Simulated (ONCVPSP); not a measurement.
**Configuration tests for Sr (Z = 38) (ONCV)**

- Element: strontium
- Generator: ONCVPSP 4.0.1
- Type: optimised norm-conserving Vanderbilt (ONCV)
- Functional: PBE
- Relativity: fully relativistic
- Frozen core: [Ar] 3d10
- Valence charge: 10
- Reference configuration: 4s2 4p6 5s2
- Partial waves: 4s+5s: rc 1.90 bohr, ncon 4, nbas 8, qcut 8.3 1/bohr, 2 projectors; 4p: rc 2.55 bohr, ncon 4, nbas 8, qcut 5.5 1/bohr, 2 projectors, debl 0.8 Ha; d scattering state at 0.19 Ha: rc 1.90 bohr, ncon 4, nbas 9, qcut 4.4 1/bohr, local
- Local potential: the d channel
- Core correction: none

Open shells are filled in proportion to 2j + 1.

In the p channel the program set the typed energies aside and used -0.825, 0.250 Ha (j = l + 1/2; the other j can differ). In the d channel the program set the typed energies aside and used 0.050 Ha (j = l + 1/2; the other j can differ).

Energies are relative to the spin-unpolarised reference configuration 4s2 4p6 5s2; without spin polarisation the order of configurations can differ from experiment. The d channel is local and has no spin–orbit splitting in the pseudo-atom.

```csv
valence configuration,charge,ΔE all-electron (eV),error AE − PS (meV)
4s2 4p6 5s0,+2,16.890,+1.1
4s2 4p6 5s1.5,+0.5,2.339,0.0
```

Problem. What are ΔE and the potential's error for 4s1 4p6 5s2?

Solution. ΔE = 47.012 eV all-electron; the error (AE − PS) is +20 meV.

Problem. What are ΔE and the potential's error for 4s2 4p6 5s1?

Solution. ΔE = 5.885 eV all-electron; the error (AE − PS) is +0.2 meV.

Levels in the configuration 4s2 4p6 5s0:

| level | all-electron (eV) | pseudo (eV) |
| --- | --- | --- |
| 4s j=1/2 | -54.706 | -54.697 |
| 4p j=3/2 | -36.128 | -36.124 |
| 4p j=1/2 | -37.311 | -37.306 |
